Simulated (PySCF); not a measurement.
## Computed properties of Be2F2, SMILES [F][Be][Be][F]

Be₂F₂, SMILES [F][Be][Be][F]. The structure is a stationary point at PBE0-D3(BJ)/def2-TZVP. One conformer was computed; it need not be the lowest. All values are computed for the isolated molecule unless a solvent is named; none is compared with measurement here.

**Structure.** The optimised structure has D∞h symmetry. All 7 harmonic modes at PBE0-D3(BJ)/def2-TZVP (PySCF) are real, so it is a minimum. With heavy atoms numbered as in [F:1][Be:2][Be:3][F:4], the shortest bond between them is F1–Be2 at 1.371 Å and the longest Be2–Be3 at 2.052 Å.

**Vibrations.** The strongest infrared lines (harmonic, unscaled, degenerate partners summed) lie at 1241 cm⁻¹ (282 km/mol, Be 68 %, F 32 %), 154 cm⁻¹ (83 km/mol, Be 68 %, F 32 %). The softest mode is at 154 cm⁻¹ and the zero-point energy is 5.7 kcal/mol.

**Electronic structure.** M06-2X/def2-TZVPD (PySCF) places the frontier levels at -9.33 and -0.87 eV, a gap of 8.46 eV, and gives a dipole moment of 0.00 D and a mean polarisability of 33.7 bohr³. PBE/def2-TZVPD (PySCF) at the same geometry gives -7.17 and -2.29 eV, so its gap is 3.58 eV narrower. An orbital gap is neither the optical nor the fundamental gap.

**Excitations.** TDA-B3LYP/def2-TZVPD (PySCF) has S1 at 6.21 eV (200 nm, f = 0.794, bright); the most intense of the 10 singlets computed lies at 6.21 eV (f = 0.79). Strengths of degenerate partners are summed. T1 (TDA) is at 4.09 eV, 2.12 eV under S1. TDA-PBE/def2-TZVPD (PySCF) puts S1 at 6.09 eV. No vertical singlet excitation falls in the visible range (under 3.1 eV).

**NMR.** GIAO shifts at PBE0/pcSseg-2 (PySCF) (non-relativistic, atoms alike by connectivity averaged): ¹⁹F at -114.8 ppm against CFCl3.
